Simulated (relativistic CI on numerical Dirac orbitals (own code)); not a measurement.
**Sensitivity of the levels of Er VIII to α and to the nuclear radius**

Method of calculation: Dirac-Coulomb-Breit CI, separate exchange-only KLI orbitals for each configuration, derivatives by finite differences, unscaled Slater integrals, QED left out (own radial code, finite nucleus).

CI space (outside the closed core [Kr] 4d10): 4f10 5s2 5p3, 4f12 5s 5p2. The list is cut by size and lacks configurations that can hold low levels.

With x = (α/α₀)² − 1 an excitation energy changes as ω = ω₀ + qx; K = 2q/ω₀ is the relative enhancement. Terms are leading LS components, so labels can repeat. The field-shift factor is F = δν/δ⟨r²⟩ for the transition from the lowest level.

Lowest level 4f10 5s2 5p3 8I°_19/2.

```csv
Level,ω₀ (cm⁻¹),q (cm⁻¹),F (GHz/fm²)
4f10 5s2 5p3 8I°_17/2,1254.2,-1101,0.378
4f10 5s2 5p3 8I°_15/2,4799.0,3131,0.472
4f10 5s2 5p3 8I°_13/2,8193.9,6896,0.508
4f10 5s2 5p3 8I°_11/2,11151.9,9965,0.51
4f10 5s2 5p3 8I°_9/2,13662.2,12550,0.481
4f10 5s2 5p3 8I°_7/2,15678.3,14440,0.447
4f10 5s2 5p3 6I°_17/2,15690.4,-2078,0.787
4f10 5s2 5p3 8I°_5/2,17258.3,16030,0.409
4f10 5s2 5p3 6I°_15/2,19043.3,-5028,0.97
4f10 5s2 5p3 8F°_13/2,20125.1,-2159,0.84
4f10 5s2 5p3 6G°_13/2,23386.8,-6426,1.03
4f10 5s2 5p3 8S°_7/2,24937.2,1734,0.814
4f10 5s2 5p3 8F°_11/2,25225.6,3880,0.602
4f10 5s2 5p3 4I°_15/2,26105.0,-2946,1.21
4f10 5s2 5p3 6I°_13/2,26345.1,-2094,1.23
4f10 5s2 5p3 8F°_9/2,26596.1,3009,0.82
4f10 5s2 5p3 8F°_7/2,27314.6,4125,0.951
4f10 5s2 5p3 8F°_3/2,27418.2,3098,1.05
4f10 5s2 5p3 8F°_5/2,27581.7,4654,0.974
4f10 5s2 5p3 8F°_1/2,27861.7,4835,1.11
4f10 5s2 5p3 6G°_11/2,28421.1,-1495,1.17
4f10 5s2 5p3 6I°_11/2,30554.8,455.1,1.39
4f10 5s2 5p3 6G°_11/2,32598.1,-3815,1.23
```

At this charge configurations can still be misplaced by up to about 7 % of their energy. Terms inside the open d or f shell come out 10 to 20 % too wide with unscaled integrals. Levels and lines within the n = 5 or 6 shells can be off by up to 10 % or somewhat more, and those that change n by about 2 %, since core polarisation is missing.

(1) Which transition from the lowest level has the largest |K|?

## Answers

(1) 4f10 5s2 5p3 8I°_5/2 at 17258.3 cm⁻¹, K = 1.86.
